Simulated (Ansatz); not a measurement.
A nudged elastic band was laid between two geometries of ClH₃Sn (5 atoms, charge 0, multiplicity 1).

The calculation used RKS PBE/def2-SVP in Ansatz.

```json
{
  "movable images": "7",
  "climbing image": "yes",
  "spring": "5.0 eV/Å²",
  "optimiser": "quadratic models (default)",
  "start path": "through a guess of the saddle point",
  "force threshold": "0.05 eV/Å",
  "iteration limit": "60",
  "end points": "relaxed"
}
```

Image 0:

```xyz
5
Properties=species:S:1:pos:R:3
Sn 0.328 0.000 0.072
Cl 0.725 0.000 2.417
H 1.878 0.000 -0.683
H -0.569 1.432 -0.269
H -0.569 -1.432 -0.269
```

Image 8:

```xyz
5
Properties=species:S:1:pos:R:3
Sn -0.170 0.000 -0.924
Cl 1.523 0.000 1.481
H 2.661 0.000 0.852
H -1.111 1.275 -0.070
H -1.111 -1.275 -0.070
```

(1) What changes between the two ends?

(2) What energy profile does the band end with?

(3) What is the geometry of the highest image?

(4) What are the harmonic wavenumbers there?

Results:

(1) Bonds broken: Sn1–Cl2, Sn1–H3. Bonds formed: Cl2–H3.

(2) The forces met the threshold. The highest image is number 4 of 0 to 8, 1.67 eV above the first end and 0.41 eV above the last; the last end lies 1.25 eV above the first. A vibrational analysis at the climbing image gives one clearly imaginary mode, 796i cm⁻¹: a first-order saddle point. The orbitals stay closed-shell, which can raise the energy where a bond breaks towards radicals; this wasn't checked here.

```tsv
image	path coordinate (Å)	energy (eV)	Sn1–Cl2 (Å)	Sn1–H3 (Å)	Cl2–H3 (Å)
0	0.00	0.00	2.38	1.72	3.31
1	0.37	0.13	2.38	1.71	2.95
2	0.75	0.60	2.43	1.70	2.53
3	1.12	1.31	2.54	1.71	2.12
4	1.50	1.67	2.70	1.82	1.72
5	1.85	1.45	2.86	2.10	1.40
6	2.21	1.35	2.99	2.52	1.32
7	2.57	1.29	2.96	2.93	1.30
8	2.92	1.25	2.94	3.34	1.30
```

(3) 
```xyz
5
Properties=species:S:1:pos:R:3:forces:R:3
Sn 0.251 0.000 -0.449 -0.01 0.00 0.00
Cl 1.314 0.000 2.028 0.00 0.00 0.00
H 1.866 0.000 0.395 0.00 0.00 0.00
H -0.819 1.381 -0.352 0.00 -0.01 0.00
H -0.819 -1.381 -0.352 0.00 0.01 0.00
```

(4) 796i, 252, 393, 520, 556, 751, 1494, 1767, 1792 cm⁻¹.

Time of the run: 47 s on 1 thread of Intel(R) Xeon(R) Platinum 8488C (Sapphire Rapids), with other jobs on the host, peak memory 0.12 GiB.
